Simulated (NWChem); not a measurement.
System: C3H5I; SMILES C/C=C\I

Here is an NWChem input.

```
start job
memory heap 200 mb stack 900 mb global 1100 mb
geometry units angstroms noautoz
  C     -0.922955     2.532271     0.000000
  C      0.512776     2.143114     0.000000
  C      1.049264     0.922488     0.000000
  I     -0.029350    -0.877107     0.000000
  H     -1.586487     1.656426     0.000000
  H     -1.157606     3.147942    -0.883881
  H     -1.157606     3.147942     0.883881
  H      1.242305     2.964770     0.000000
  H      2.127716     0.753995     0.000000
end
basis spherical
  * library def2-svpd
end
ecp
  I library def2-ecp
end
dft
  xc xcamb88 1.00 lyp 0.81 vwn_5 0.19 hfexch 1.00
  cam 0.33 cam_alpha 0.19 cam_beta 0.46
  iterations 150
end
tddft
  cis
  nroots 6
  notriplet
end
task tddft energy
```

Excerpt of the output:

```
             Northwest Computational Chemistry Package (NWChem) 7.3.0
             --------------------------------------------------------

 CS  symmetry detected

                             Geometry "geometry" -> ""
                             -------------------------

 Output coordinates in angstroms (scale by  1.889725989 to convert to a.u.)

  No.       Tag          Charge          X              Y              Z
 ---- ---------------- ---------- -------------- -------------- --------------
    1 C                    6.0000    -0.90125420     2.56457944     0.00000000
    2 C                    6.0000     0.52745494     2.15038520     0.00000000
    3 C                    6.0000     1.04252433     0.92056785     0.00000000
    4 I                   53.0000    -0.06738193    -0.85989794     0.00000000
    5 H                    1.0000    -1.57999466     1.70046685     0.00000000
    6 H                    1.0000    -1.12510737     3.18425809    -0.88388100
    7 H                    1.0000    -1.12510737     3.18425809     0.88388100
    8 H                    1.0000     1.27123509     2.95916344     0.00000000
    9 H                    1.0000     2.11786629     0.73324916     0.00000000

 Effective nuclear repulsion energy (a.u.)     286.6936764138

      Symmetry information
      --------------------

 Group name             Cs
 Group number              2
 Group order               2
 No. of unique centers     8

                                 NWChem DFT Module
                                 -----------------

 Summary of "ao basis" -> "ao basis" (spherical)
 ------------------------------------------------------------------------------
       Tag                 Description            Shells   Functions and Types
 ---------------- ------------------------------  ------  ---------------------
 C                         def2-svpd                 8       20   4s2p2d
 I                         def2-svpd                13       35   5s5p3d
 H                         def2-svpd                 4        8   2s2p

      Symmetry analysis of basis
      --------------------------

        a'         92
        a"         43

[...]

                                NWChem TDDFT Module
                                -------------------

            General Information
            -------------------
           No. of orbitals :     270
            Alpha orbitals :     135
             Beta orbitals :     135
        Alpha frozen cores :       0
         Beta frozen cores :       0
     Alpha frozen virtuals :       0
      Beta frozen virtuals :       0
         Spin multiplicity :       1
    Number of AO functions :     135
        Use of symmetry is : off
      Symmetry adaption is : on
         Schwarz screening :  0.10D-07

              XC Information
              --------------
              Hartree-Fock (Exact) Exchange   1.00
            CAM-Becke88 Exchange Functional   1.00
               VWN V Correlation Functional   0.19 local
       Lee-Yang-Parr Correlation Functional   0.81
           Alpha           :  0.19
           Beta            :  0.46
           Gamma           :  0.33

             TDDFT Information
             -----------------
          Calculation type : Tamm-Dancoff TDDFT
         Wavefunction type : Restricted singlets
          No. of electrons :      48
           Alpha electrons :      24
            Beta electrons :      24
              No. of roots :       6
          Max subspacesize :    5200
            Max iterations :     100
               Target root :       1
           Target symmetry : none
      Symmetry restriction : off
                 Algorithm : Optimal
        Davidson threshold :  0.10D-03

    6 smallest eigenvalue differences (eV)
--------------------------------------------------------
  No. Spin  Occ  Vir  Irrep   E(Occ)    E(Vir)   E(Diff)
--------------------------------------------------------
    1    1   24   25 a"       -0.297     0.011     8.401
    2    1   23   25 a'       -0.320     0.011     9.014
    3    1   24   26 a'       -0.297     0.036     9.070
    4    1   24   27 a"       -0.297     0.047     9.376
    5    1   23   26 a"       -0.320     0.036     9.683
    6    1   24   28 a"       -0.297     0.060     9.720
--------------------------------------------------------

  Entering Davidson iterations
  Restricted singlet excited states

  Iter   NTrls   NConv    DeltaV     DeltaE      Time
  ----  ------  ------  ---------  ---------  ---------
    1      6       0     0.16E+00   0.10+100       76.0
    2     12       0     0.29E-01   0.25E-01       75.6
    3     18       0     0.14E-01   0.18E-02       76.0
    4     24       0     0.20E-01   0.24E-02       76.0
    5     30       0     0.14E-01   0.15E-02       77.5
    6     36       1     0.31E-01   0.23E-02       76.7
    7     41       2     0.20E-01   0.24E-02       78.8
    8     45       4     0.98E-02   0.53E-03       71.6
    9     47       5     0.23E-02   0.58E-04       65.5
   10     48       5     0.50E-03   0.26E-05       62.4
   11     49       5     0.21E-03   0.16E-06       62.5
   12     50       6     0.74E-04   0.29E-07       62.6
  ----  ------  ------  ---------  ---------  ---------
  Convergence criterion met

  Ground state a'       -414.851566006020 a.u.

[...]
```

Level: CAM-B3LYP/def2-SVPD with def2 effective core potentials on I, TDA. All runs use the structure optimised with PBE0/def2-SVP. No frequency run checked for a minimum. def2 effective core potentials on I; no spin-orbit coupling.
